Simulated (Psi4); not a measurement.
Input file for Psi4: SAPT0/jun-cc-pV(D+d)Z on C2H5NO (a complex).

```
memory 2025 MB

molecule dimer {
0 1
O    -0.12077657    0.16146854   -0.88120611
H     0.02235168    0.11252110    0.07554706
H    -1.04094350    0.42390226   -0.97768318
--
0 1
C     0.83021832   -0.15009012    4.63601023
C     0.46010327   -0.03539093    3.23570329
N     0.17010732    0.05454758    2.12883207
H     1.23913666   -1.14113514    4.83354770
H     1.58238751    0.59850805    4.88551818
H    -0.04455499    0.00359015    5.26811276
units angstrom
symmetry c1
no_reorient
no_com
}

set {
  basis jun-cc-pV(D+d)Z
  scf_type df
  freeze_core true
}

energy('sapt0')
```

Output:

```
[...]
==> Input File <==

--------------------------------------------------------------------------
memory 2025 MB

molecule dimer {
0 1
O    -0.12077657    0.16146854   -0.88120611
H     0.02235168    0.11252110    0.07554706
H    -1.04094350    0.42390226   -0.97768318
--
0 1
C     0.83021832   -0.15009012    4.63601023
C     0.46010327   -0.03539093    3.23570329
N     0.17010732    0.05454758    2.12883207
H     1.23913666   -1.14113514    4.83354770
H     1.58238751    0.59850805    4.88551818
H    -0.04455499    0.00359015    5.26811276
units angstrom
symmetry c1
no_reorient
no_com
}

set {
  basis jun-cc-pV(D+d)Z
  scf_type df
  freeze_core true
}

energy('sapt0')
--------------------------------------------------------------------------


   => Loading Basis Set <=

    Name: JUN-CC-PV(D+D)Z
    Role: ORBITAL
    Keyword: BASIS
    atoms 1        entry O          line   256 file jun-cc-pv_dpd_z.gbs
    atoms 2-3, 7-9 entry H          line    60 file jun-cc-pv_dpd_z.gbs
    atoms 4-5      entry C          line   188 file jun-cc-pv_dpd_z.gbs
    atoms 6        entry N          line   222 file jun-cc-pv_dpd_z.gbs

   => Loading Basis Set <=

    Name: JUN-CC-PV(D+D)Z
    Role: ORBITAL
    Keyword: BASIS
    atoms 1        entry O          line   256 file jun-cc-pv_dpd_z.gbs
    atoms 2-3, 7-9 entry H          line    60 file jun-cc-pv_dpd_z.gbs
    atoms 4-5      entry C          line   188 file jun-cc-pv_dpd_z.gbs
    atoms 6        entry N          line   222 file jun-cc-pv_dpd_z.gbs


  //>>>>>>>>>>>>>>>>>>>>>>>>>>>>>>>>>>>//
  //              Dimer HF             //
  //<<<<<<<<<<<<<<<<<<<<<<<<<<<<<<<<<<<//

   => Libint2 <=

    Primary   basis highest AM E, G, H:  7, 6, 3
    Auxiliary basis highest AM E, G, H:  7, 7, 4
    Onebody   basis highest AM E, G, H:  -, -, -
    Solid Harmonics ordering:            Gaussian


   => Loading Basis Set <=

    Name: JUN-CC-PV(D+D)Z
    Role: ORBITAL
    Keyword: BASIS
    atoms 1        entry O          line   256 file jun-cc-pv_dpd_z.gbs
    atoms 2-3, 7-9 entry H          line    60 file jun-cc-pv_dpd_z.gbs
    atoms 4-5      entry C          line   188 file jun-cc-pv_dpd_z.gbs
    atoms 6        entry N          line   222 file jun-cc-pv_dpd_z.gbs


         ---------------------------------------------------------
                                   SCF
               by Justin Turney, Rob Parrish, Andy Simmonett
                          and Daniel G. A. Smith
                              RHF Reference
                        1 Threads,   1931 MiB Core
         ---------------------------------------------------------

  ==> Geometry <==

    Molecular point group: c1
    Full point group: C1

    Geometry (in Angstrom), charge = 0, multiplicity = 1:

       Center              X                  Y                   Z               Mass
    ------------   -----------------  -----------------  -----------------  -----------------
         O           -0.120776570000     0.161468540000    -0.881206110000    15.994914619570
         H            0.022351680000     0.112521100000     0.075547060000     1.007825032230
         H           -1.040943500000     0.423902260000    -0.977683180000     1.007825032230
         C            0.830218320000    -0.150090120000     4.636010230000    12.000000000000
         C            0.460103270000    -0.035390930000     3.235703290000    12.000000000000
         N            0.170107320000     0.054547580000     2.128832070000    14.003074004430
         H            1.239136660000    -1.141135140000     4.833547700000     1.007825032230
         H            1.582387510000     0.598508050000     4.885518180000     1.007825032230
         H           -0.044554990000     0.003590150000     5.268112760000     1.007825032230

  Running in c1 symmetry.

  Rotational constants: A =      3.24766  B =      0.03055  C =      0.03047 [cm^-1]
  Rotational constants: A =  97362.38294  B =    915.72404  C =    913.36892 [MHz]
  Nuclear repulsion =   96.754876665967998

  Charge       = 0
  Multiplicity = 1
  Electrons    = 32
  Nalpha       = 16
  Nbeta        = 16

  ==> Algorithm <==

  SCF Algorithm Type is DF.
  DIIS enabled.
  MOM disabled.
  Fractional occupation disabled.
  Guess Type is SAD.
  Energy threshold   = 1.00e-08
  Density threshold  = 1.00e-08
  Integral threshold = 1.00e-12

  ==> Primary Basis <==

  Basis Set: JUN-CC-PV(D+D)Z
    Blend: JUN-CC-PV(D+D)Z
    Number of shells: 47
    Number of basis functions: 97
    Number of Cartesian functions: 101
    Spherical Harmonics?: true
    Max angular momentum: 2

   => Loading Basis Set <=

    Name: (JUN-CC-PV(D+D)Z AUX)
    Role: JKFIT
    Keyword: DF_BASIS_SCF
    atoms 1        entry O          line   258 file jun-cc-pvdz-jkfit.gbs
    atoms 2-3, 7-9 entry H          line    70 file jun-cc-pvdz-jkfit.gbs
    atoms 4-5      entry C          line   146 file jun-cc-pvdz-jkfit.gbs
    atoms 6        entry N          line   202 file jun-cc-pvdz-jkfit.gbs

  ==>
[...]
Energy =             58.7364412963299856
    One-Electron Energy =                -293.5913419308146217
    Two-Electron Energy =                 102.9133210270894949
    Total Energy =                       -131.9415796073951412

Computation Completed


Properties will be evaluated at   0.000000,   0.000000,   0.000000 [a0]

Properties computed using the SCF density matrix


 Multipole Moments:

 ------------------------------------------------------------------------------------
     Multipole            Electronic (a.u.)      Nuclear  (a.u.)        Total (a.u.)
 ------------------------------------------------------------------------------------

 L = 1.  Multiply by 2.5417464519 to convert [e a0] to [Debye]
 Dipole X            :        -21.7054626           22.1280314            0.4225688
 Dipole Y            :          2.2691337           -2.4001226           -0.1309889
 Dipole Z            :       -144.1306976          145.7343262            1.6036287
 Magnitude           :                                                    1.6635346

 ------------------------------------------------------------------------------------

  Constructing Basis Sets for SAPT...

   => Loading Basis Set <=

    Name: (JUN-CC-PV(D+D)Z AUX)
    Role: RIFIT
    Keyword: DF_BASIS_SAPT
    atoms 1        entry O          line   188 file jun-cc-pvdz-ri.gbs
    atoms 2-3, 7-9 entry H          line    30 file jun-cc-pvdz-ri.gbs
    atoms 4-5      entry C          line   100 file jun-cc-pvdz-ri.gbs
    atoms 6        entry N          line   144 file jun-cc-pvdz-ri.gbs

   => Loading Basis Set <=

    Name: (JUN-CC-PV(D+D)Z AUX)
    Role: JKFIT
    Keyword: DF_BASIS_ELST
    atoms 1        entry O          line   258 file jun-cc-pvdz-jkfit.gbs
    atoms 2-3, 7-9 entry H          line    70 file jun-cc-pvdz-jkfit.gbs
    atoms 4-5      entry C          line   146 file jun-cc-pvdz-jkfit.gbs
    atoms 6        entry N          line   202 file jun-cc-pvdz-jkfit.gbs


  //>>>>>>>>>>>>>>>>>>>>>>>>>>>>>>>>>>>//
  //               SAPT0               //
  //<<<<<<<<<<<<<<<<<<<<<<<<<<<<<<<<<<<//



        SAPT0
    Ed Hohenstein
     6 June 2009

      Orbital Information
  --------------------------
    NSO        =        97
    NMO        =        97
    NRI        =       330
    NRI (Elst) =       431
    NOCC A     =         5
    NOCC B     =        11
    FOCC A     =         1
    FOCC B     =         3
    NVIR A     =        92
    NVIR B     =        86

    Elst10,r            =    -0.011607856513 [Eh]
    Exch10              =     0.009317324867 [Eh]
    Exch10 (S^2)        =     0.009253391779 [Eh]

    Maxiter = 50
    CPHF R converge = 1.000000E-08

    Iter     Energy [mEh]          dE [mEh]         Residual      Time [s]
       1      -0.93917079       0.939170786     4.717368e-03             0
       2      -1.07520459       0.136033805     1.736221e-03             0
       3      -1.09412223       0.018917641     5.196961e-04             0
       4      -1.09040420      -0.003718029     1.408236e-04             0
       5      -1.08900752      -0.001396681     1.998075e-05             0
       6      -1.08932149       0.000313971     3.765784e-06             0
       7      -1.08928861      -0.000032880     6.940394e-07             0
       8      -1.08928925       0.000000639     1.610806e-07             0
       9      -1.08928990       0.000000652     3.335067e-08             0
      10      -1.08928973      -0.000000169     5.019460e-09             0

    CHF Iterations converged

    Maxiter = 50
    CPHF R converge = 1.000000E-08

    Iter     Energy [mEh]          dE [mEh]         Residual      Time [s]
       1      -2.04944180       2.049441796     1.319989e-02             0
       2      -2.19656843       0.147126634     5.118375e-03             0
       3      -2.51313154       0.316563113     7.875915e-04             0
       4      -2.50522497      -0.007906576     2.072322e-04             0
       5      -2.50247913      -0.002745838     5.159473e-05             0
       6      -2.50303995       0.000560818     2.152727e-05             0
       7      -2.50307405       0.000034101     9.504259e-06             0
       8      -2.50299913      -0.000074919     3.425477e-06             0
       9      -2.50300101       0.000001881     1.302309e-06             0
      10      -2.50300942       0.000008414     2.574952e-07             0
      11      -2.50300710      -0.000002321     5.705963e-08             0
      12      -2.50300744       0.000000340     8.870065e-09             0

    CHF Iterations converged

    Ind20,r (A<-B)      =    -0.001089289734 [Eh]
    Ind20,r (B<-A)      =    -0.002503007444 [Eh]
    Ind20,r             =    -0.003592297178 [Eh]
    Exch-Ind20,r (A<-B) =     0.000537244567 [Eh]
    Exch-Ind20,r (B<-A) =     0.001079631780 [Eh]
    Exch-Ind20,r        =     0.001616876348 [Eh]
    Disp20              =    -0.002893192604 [Eh]
    Disp20 (SS)         =    -0.001446596302 [Eh]
    Disp20 (OS)         =    -0.001446596302 [Eh]
    Exch-Disp20         =     0.000476862113 [Eh]
    Exch-Disp20 (SS)    =     0.000267690612 [Eh]
    Exch-Disp20 (OS)    =     0.000209171502 [Eh]

    SAPT Results
  --------------------------------------------------------------------------------------------------------
    Electrostatics                -11.60785651 [mEh]      -7.28403993 [kcal/mol]     -30.47642308 [kJ/mol]
      Elst10,r                    -11.60785651 [mEh]      -7.28403993 [kcal/mol]     -30.47642308 [kJ/mol]

    Exchange                        9.31732487 [mEh]       5.84670962 [kcal/mol]      24.46263307 [kJ/mol]
      Exch10                        9.31732487 [mEh]       5.84670962 [kcal/mol]      24.46263307 [kJ/mol]
      Exch10(S^2)                   9.25339178 [mEh]       5.80659101 [kcal/mol]      24.29477677 [kJ/mol]

    Induction                      -3.12979056 [mEh]      -1.96397323 [kcal/mol]      -8.21726399 [kJ/mol]
      Ind20,r                      -3.59229718 [mEh]      -2.25420051 [kcal/mol]      -9.43157494 [kJ/mol]
      Exch-Ind20,r                  1.61687635 [mEh]       1.01460523 [kcal/mol]       4.24510827 [kJ/mol]
      delta HF,r (2)               -1.15436973 [mEh]      -0.72437794 [kcal/mol]      -3.03079731 [kJ/mol]

    Dispersion                     -2.41633049 [mEh]      -1.51627027 [kcal/mol]      -6.34407483 [kJ/mol]
      Disp20                       -2.89319260 [mEh]      -1.81550577 [kcal/mol]      -7.59607614 [kJ/mol]
      Exch-Disp20                   0.47686211 [mEh]       0.29923549 [kcal/mol]       1.25200131 [kJ/mol]
      Disp20 (SS)                  -1.44659630 [mEh]      -0.90775288 [kcal/mol]      -3.79803807 [kJ/mol]
      Disp20 (OS)                  -1.44659630 [mEh]      -0.90775288 [kcal/mol]      -3.79803807 [kJ/mol]
      Exch-Disp20 (SS)              0.26769061 [mEh]       0.16797839 [kcal/mol]       0.70282160 [kJ/mol]
      Exch-Disp20 (OS)              0.20917150 [mEh]       0.13125710 [kcal/mol]       0.54917970 [kJ/mol]

  Total HF                         -5.42032221 [mEh]      -3.40130354 [kcal/mol]     -14.23105400 [kJ/mol]
  Total SAPT0                      -7.83665270 [mEh]      -4.91757381 [kcal/mol]     -20.57512883 [kJ/mol]

  Special recipe for scaled SAPT0 (see Manual):
    Electrostatics sSAPT0         -11.60785651 [mEh]      -7.28403993 [kcal/mol]     -30.47642308 [kJ/mol]
    Exchange sSAPT0                 9.31732487 [mEh]       5.84670962 [kcal/mol]      24.46263307 [kJ/mol]
    Induction sSAPT0               -3.09604475 [mEh]      -1.94279741 [kcal/mol]      -8.12866436 [kJ/mol]
    Dispersion sSAPT0              -2.40637790 [mEh]      -1.51002493 [kcal/mol]      -6.31794432 [kJ/mol]
  Total sSAPT0                     -7.79295430 [mEh]      -4.89015265 [kcal/mol]     -20.46039869 [kJ/mol]
  --------------------------------------------------------------------------------------------------------



*** Psi4 exiting successfully. Buy a developer a beer!
```

The run finished.

Cost: about 8 core-seconds (a rough figure).
